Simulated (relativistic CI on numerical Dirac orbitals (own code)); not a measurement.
Crystal-field levels of Mn6+, 3d

Calculated by Dirac-Coulomb-Breit CI, separate exchange-only KLI orbitals for each configuration, model QED (radiative potential, 1s self-energy scaled to tabulated hydrogen-like ionisation energies), valence Slater integrals scaled by 0.7, one configuration in a parametric crystal field (own radial code).

Field parameters in Wybourne normalisation: D3d B²₀ = −7Dσ, B⁴₀ = −14Dq − 21Dτ, B⁴₃ = −14√(10/7) Dq. The field is a parameter set, without covalency.

S is read from ⟨S²⟩ = S(S + 1).

Levels (cm⁻¹, degeneracy): 0 (2), 564 (2), 4252 (2), 23042 (2), 23106 (2).

(1) Which field gives this pattern?
A. D3d, 10Dq = 21900, Dσ = 1200, Dτ = -140 cm⁻¹
B. D3d, 10Dq = 21900, Dσ = -550, Dτ = -140 cm⁻¹
C. D3d, 10Dq = 21900, Dσ = -980, Dτ = -140 cm⁻¹
D. D3d, 10Dq = 21900, Dσ = 550, Dτ = -140 cm⁻¹

## Answers

(1) C. D3d, 10Dq = 21900, Dσ = -980, Dτ = -140 cm⁻¹, ground level with S = 0.50.
